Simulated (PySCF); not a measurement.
Te(NH2)(SH) (H3NSTe), SMILES S[Te]N.

The structure is a stationary point at B3LYP-D3(BJ)/def2-SVP. The def2 effective core potentials stand for the cores of Te; spin–orbit coupling is left out. Other conformers were not sampled.

Method: TDA-LC-ωPBE/def2-SVPD run with PySCF 2.14.0.

Vertical excitations. 

Task: Give excitation energies, oscillator strengths and character. (An estimate is asked for; the answer gives what the named calculation found.)

Result: 
```csv
state,energy (eV),λ (nm),f,main pairs
S1,3.58,347,0.002,HOMO→LUMO 87 %
S2,4.44,279,0.002,"HOMO→LUMO+1 77 %, HOMO→LUMO+5 15 %"
S3,4.71,263,0.005,"HOMO−1→LUMO 54 %, HOMO−2→LUMO 30 %"
S4,5.69,218,0.106,"HOMO−2→LUMO 48 %, HOMO−1→LUMO 21 %, HOMO−1→LUMO+1 19 %"
S5,5.76,215,0.049,"HOMO−2→LUMO+1 52 %, HOMO−1→LUMO+1 21 %"
S6,6.28,198,0.115,"HOMO→LUMO+3 67 %, HOMO→LUMO+4 12 %"
S7,6.59,188,0.024,"HOMO−1→LUMO+3 26 %, HOMO−2→LUMO+3 15 %, HOMO−1→LUMO+4 6 %, HOMO−1→LUMO 5 %"
S8,6.70,185,0.092,"HOMO−1→LUMO+1 34 %, HOMO−2→LUMO+1 16 %, HOMO−1→LUMO+3 6 %, HOMO−3→LUMO 5 %"
S9,6.94,179,0.037,"HOMO→LUMO+2 58 %, HOMO→LUMO+3 13 %"
S10,7.21,172,0.080,HOMO→LUMO+4 70 %
T1,2.83,437,0,HOMO→LUMO 89 %
T2,3.49,356,0,"HOMO→LUMO+1 75 %, HOMO→LUMO+5 21 %"
T3,4.01,309,0,"HOMO−1→LUMO 71 %, HOMO−2→LUMO 12 %"
T4,4.37,283,0,"HOMO−2→LUMO 66 %, HOMO−1→LUMO 11 %"
```
Triplets are in the Tamm–Dancoff approximation.
